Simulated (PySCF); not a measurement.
Cl2Mg, SMILES [Mg-]([Cl])[Cl], charge -1, multiplicity 2.

Coordinates come from a B3LYP-D3(BJ)/def2-TZVPD optimisation.

The numbers are results of B3LYP-D3(BJ)/def2-TZVPD in PySCF 2.14.0, not measurements.

Frequencies are harmonic and unscaled.

```
mode  ν (cm⁻¹)  IR (km/mol)  moving atoms (share of kinetic energy)
----  --------  -----------  --------------------------------------
1          104          2.3                        Cl 74 %, Mg 26 %
2          308         58.5                        Cl 52 %, Mg 48 %
3          390        101.6                        Mg 68 %, Cl 32 %
```
